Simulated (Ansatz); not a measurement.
Computed with Ansatz on PBE0-D4/def2-TZVP structures; ΔE is electronic, products minus reactants. CCSD(T)/CBS is the MP2 limit (def2-TZVPP, def2-QZVPP) plus CCSD(T) − MP2 in def2-TZVPP, frozen cores. This one scheme is used for every species. DFT in def2-TZVPP. def2 core potentials past Kr. For Sn outer-core shells are correlated without core-valence functions, which leaves a few kJ/mol of doubt a bond.

Reaction (stannylene formation by 1,1-elimination): `[SiH3][SnH]([Cl])[Cl]` → `[Cl][Sn][Cl]` + SiH₄

`[SiH3][SnH]([Cl])[Cl]`:

```xyz
8

Si    0.248    0.646   -1.225
Sn   -0.181   -0.732    0.890
Cl   -2.247   -0.077    1.752
Cl    1.397   -0.091    2.482
H    -0.800    0.317   -2.222
H     1.592    0.299   -1.748
H     0.182    2.074   -0.835
H    -0.192   -2.435    0.907
```

`[Cl][Sn][Cl]`:

Cartesian coordinates in Å:
```
Cl -1.574 -0.219 -0.968
Sn -0.186 -0.385 0.936
Cl 1.760 0.604 0.032
```

SiH₄:

Z-matrix (Å, degrees):
```
Si
H 1 1.485
H 1 1.485 2 109.5
H 1 1.485 2 109.5 3 -120.0
H 1 1.485 2 109.5 3 120.0
```

Task: Is it downhill or uphill in electronic energy at CCSD(T)/CBS, and by how much? (Estimate.)

Result: Ansatz gave: Downhill: ΔE = -4.6 kJ/mol.

Task: What do these levels give: PBE-D4, BLYP-D4, CAM-B3LYP-D4, PBE-QIDH, PBE, BLYP, r2SCAN, r2SCANh, HF/def2-TZVPP, SCS-MP2/def2-TZVPP, MP2/def2-QZVPP, SCS-MP2/def2-QZVPP? (An estimate is asked.)

Result: Computed: PBE-D4 -15.1, BLYP-D4 -45.7, CAM-B3LYP-D4 -16.5, PBE-QIDH 5.0, PBE -23.8, BLYP -62.2, r2SCAN -8.8, r2SCANh -5.7, HF/def2-TZVPP -22.7, SCS-MP2/def2-TZVPP -19.0, MP2/def2-QZVPP -10.1, SCS-MP2/def2-QZVPP -17.8 kJ/mol.

Task: What do rigid-rotor, harmonic-oscillator terms from PBE0-D4/def2-TZVP frequencies (298.15 K, 1 bar) make of the CCSD(T)/CBS value? (Best estimate.)

Result: Computed: ΔZPE = -2.7 kJ/mol, ΔH = -6.5 kJ/mol, ΔS = 122 J/(mol·K), ΔG = -42.8 kJ/mol.

Largest T1 diagnostic among the species: 0.014.

The D4 term adds +13.9 kJ/mol with B3LYP and +8.0 kJ/mol with PBE0; it sums over pairs of atoms, weighted by their polarisabilities, and B3LYP, whose exchange is more repulsive, gets the larger term. Leaving LDA and LC-ωPBE aside and taking each functional with its dispersion term where it has one, the values spread over 50.7 kJ/mol, from BLYP-D4 to PBE-QIDH. LDA lies +35.4 kJ/mol from PBE without D4.

B3LYP here is the variant with VWN-RPA as its local correlation; programs differ in this.
